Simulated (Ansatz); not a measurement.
Computed with Ansatz on PBE0-D4/def2-TZVP structures; ΔE is electronic, products minus reactants. CCSD(T)/CBS adds triple-zeta CCSD(T) − MP2 to the extrapolated MP2 energy (def2 sets, frozen cores). DFT in def2-TZVPP. B3LYP here is the variant with VWN-RPA as its local correlation; programs differ in this. Each species was taken in one conformer, which may not be the lowest.

Consider the isomerisation: `C[SiH](N)[SiH2]O` → `CO[SiH2][SiH2]N`.

`C[SiH](N)[SiH2]O`:

Cartesian coordinates in Å:
```
C -0.644 1.329 1.251
Si 0.619 0.238 0.407
N 0.311 -1.399 0.936
Si 0.216 0.023 -1.899
O -0.892 -1.209 -1.966
H -0.522 2.368 0.934
H -1.660 1.016 1.002
H -0.529 1.297 2.338
H 1.988 0.741 0.744
H 0.981 -2.113 0.687
H 0.021 -1.536 1.894
H 1.438 -0.327 -2.682
H -0.367 1.240 -2.527
H -0.961 -1.669 -1.120
```

`CO[SiH2][SiH2]N`:

```xyz
14

C    -1.177   -1.751   -0.503
O    -1.588   -0.897    0.540
Si   -1.159    0.693    0.601
Si    1.166    1.005    0.738
N     1.886    0.454   -0.737
H    -1.518   -2.761   -0.270
H    -1.619   -1.449   -1.461
H    -0.087   -1.762   -0.612
H    -1.839    1.256    1.795
H    -1.662    1.408   -0.615
H     1.424    2.441    1.083
H     1.758    0.195    1.838
H     2.889    0.364   -0.786
H     1.526    0.804   -1.611
```

CCSD(T)/CBS gives +24.1 kcal/mol.

Problem. Another level gave +23.2 kcal/mol. Which?
A. r2SCAN/def2-TZVPP
B. CCSD(T)/def2-TZVPP
C. HF/def2-TZVPP
D. B3LYP/def2-TZVPP

Solution. B. CCSD(T)/def2-TZVPP 23.2, B3LYP 21.5, HF/def2-TZVPP 18.7, r2SCAN 24.2 kcal/mol.

Largest T1 diagnostic among the species: 0.011.

In def2-TZVPP, CCSD(T) changes the Hartree–Fock value by +4.6 kcal/mol (the triples alone add +0.5 kcal/mol) and MP2 by +6.4 kcal/mol.
